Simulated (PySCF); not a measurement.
CAuO, SMILES O=[C+][Au], charge +1, multiplicity 1. Geometry optimised at B3LYP-D3(BJ)/def2-TZVP. The multiplicity is an assumed one; other spin states were not compared. The def2 effective core potentials stand for the cores of Au; spin–orbit coupling is left out.

The numbers are results of B3LYP-D3(BJ)/def2-TZVP run with PySCF 2.14.0, not measurements.

Harmonic wavenumbers (cm⁻¹): 309, 309, 383, 2306. Rotational constants (GHz): 2.924 (linear); symmetry number 1.

Q: Work out the zero-point energy and the ideal-gas rigid-rotor harmonic-oscillator thermochemistry at 298.15 K and 1 atm.

A: ZPE = ½ Σ hcν = ½ × 3306 cm⁻¹ = 19.78 kJ/mol. H − E(el) = 31.46 kJ/mol. Entropy in J/(mol K): translation 176.29, rotation 72.01, vibration 15.76, total 264.07. G − E(el) = -47.27 kJ/mol. Cp = 49.29 J/(mol K).
